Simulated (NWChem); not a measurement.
Species: SnNH5O2; SMILES [OH][SnH]([OH])[NH2]

```xyz
9

Sn     0.0138    -0.0188    -0.2527
N      1.1121     1.4798     0.5466
O     -1.8008     0.3373     0.4636
O      0.6167    -1.7433     0.5122
H      0.0490    -0.2266    -1.9475
H      1.6646     2.0111    -0.1225
H      0.5245     2.1313     1.0649
H     -2.2828    -0.4793     0.6395
H      1.0412    -1.6046     1.3676
```
Atoms are numbered in this order, from 1.

Coordinates come from a PBE0/def2-SVP optimisation. def2 effective core potentials on Sn; no spin-orbit coupling.

Problem. List the 6 lowest vertical singlet excitations from PBE/def2-SVP with def2 effective core potentials on Sn, TDA (NWChem).

Solution. 
```csv
state,energy (eV),oscillator strength,leading excitation (squared amplitude)
S1,4.95,0.023,HOMO → LUMO (0.91)
S2,5.44,0.027,HOMO−1 → LUMO (0.90)
S3,5.51,0.026,HOMO−2 → LUMO (0.94)
S4,5.95,0.013,HOMO → LUMO+1 (0.95)
S5,6.26,0.009,HOMO−3 → LUMO (0.57)
S6,6.49,0.013,HOMO−2 → LUMO+1 (0.58)
```
